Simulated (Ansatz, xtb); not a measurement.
Ranking isomers of C4HClF2O

4 gas-phase structures of C4HClF2O, from a drawn sample of its isomers (lower ones may exist). Each was relaxed with GFN2-xTB:

A. `O=C1C(Cl)=C(F)[C@@H]1F`, a singlet
B. `Fc1coc(Cl)c1F`, a singlet
C. `O=CC#CC(F)(F)Cl`, a singlet
D. `O=C[C@]1(F)C(F)=C1Cl`, a singlet

**Question.** Which do you expect lowest at r2SCAN-D4/def2-SVP, and how would the others follow?

**Answer.** Calculated order at r2SCAN-D4/def2-SVP: B (0.0), A (8.1), C (26.0), D (41.0) kcal/mol.

Energies above the lowest of each column, in kcal/mol; the last columns are at B3LYP/def2-SVP geometries and were run for some of them only (a dash: not run or not comparable):

| structure | GFN2-xTB | HF/STO-3G | r2SCAN-D4/def2-SVP | B3LYP/def2-SVP | CCSD(T)/def2-SVP + ΔMP2/def2-TZVPP |
| --- | --- | --- | --- | --- | --- |
| B | 0.0 | 0.0 | 0.0 | 0.0 | 0.0 |
| A | 30.9 | 27.0 | 8.1 | 7.9 | 4.0 |
| C | 49.2 | 46.6 | 26.0 | 21.5 | 18.0 |
| D | 61.7 | 72.1 | 41.0 | – | – |

Every level run on B puts it lowest or level with the lowest. Flexible structures stand in one conformer each, not always the lowest. Frequencies (GFN2-xTB) were run for A, B, C alone. The ΔMP2 step shifts differences by up to 4.5 kcal/mol, which makes them less sure. ΔMP2 is the change of the MP2 energy from the smaller to the larger basis.

Over these structures GFN2-xTB departs from r2SCAN-D4/def2-SVP by 8.3 kcal/mol on average once a common shift is removed. A GFN2-xTB relaxation took about 0.11 s and the r2SCAN-D4/def2-SVP energy about 4.8 s on a shared host (Ansatz 0.2.0, xtb 6.7.1).
